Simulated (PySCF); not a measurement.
Compound: FH₆NSi₂.
Z-matrix (Å and degrees, PBE0-D3(BJ)/def2-SVP geometry), rows numbered from 1:
```
N 
Si  1  1.7391
Si  2  2.3447  1  104.82
F   3  1.6341  2  111.43  1   173.07
H   1  1.0146  2  118.84  3   157.58
H   1  1.0143  2  119.43  3   -62.64
H   2  1.5037  1  116.62  3   122.12
H   2  1.4946  1  107.21  3  -117.80
H   3  1.4962  2  110.56  1    53.48
H   3  1.4933  2  110.76  1   -66.95
```

The calculation used EOM-IP-CCSD/aug-cc-pVDZ in PySCF, restricted Hartree–Fock reference, 12 core orbitals frozen, non-relativistic, gas phase, PBE0-D3(BJ)/def2-SVP geometry.

Hartree–Fock orbital energies give these Koopmans values (eV): HOMO 10.54, HOMO-1 11.79, HOMO-2 12.88, HOMO-3 13.58, HOMO-4 15.20, HOMO-5 16.53, HOMO-6 17.72, HOMO-7 17.74.

Q: What vertical ionisation energies does EOM-IP-CCSD give?

A: 
| leading hole (HF orbital) | Koopmans (eV) | EOM-IP-CCSD (eV) | change (eV) | one-hole share |
| --- | --- | --- | --- | --- |
| HOMO | 10.54 | 9.68 | -0.86 | 0.95 |
| HOMO-1 | 11.79 | 10.86 | -0.93 | 0.95 |
| HOMO-2 | 12.88 | 12.05 | -0.83 | 0.94 |
| HOMO-3 | 13.58 | 12.70 | -0.88 | 0.94 |
| HOMO-4 | 15.20 | 13.97 | -1.23 | 0.93 |
| HOMO-5 | 16.53 | 14.93 | -1.60 | 0.93 |
| HOMO-7 | 17.74 | 15.40 | -2.34 | 0.94 |
| HOMO-6 | 17.72 | 15.44 | -2.28 | 0.93 |

Q: Does the order of the lines follow the orbital energies?

A: No: the HOMO-7 hole (15.40 eV) falls below the HOMO-6 hole (15.44 eV). The corrections run from -2.34 to -0.83 eV, with a mean of -1.37 eV over the 8 lines; no line lies above its Koopmans value. Koopmans values leave out both the relaxation of the orbitals and the change in correlation energy.

Q: At what kinetic energies would He II light (40.81 eV) eject these electrons?

A: 31.13 eV (HOMO), 29.95 eV (HOMO-1), 28.76 eV (HOMO-2), 28.11 eV (HOMO-3), 26.84 eV (HOMO-4), 25.88 eV (HOMO-5), 25.41 eV (HOMO-7), 25.37 eV (HOMO-6).

Lines less than 0.15 eV apart could change places at a higher level. One root was sought for each valence orbital with −ε under 21 eV, eight at most, so deeper holes and satellites are missing; no vibrational structure.

One conformer stands for the species.
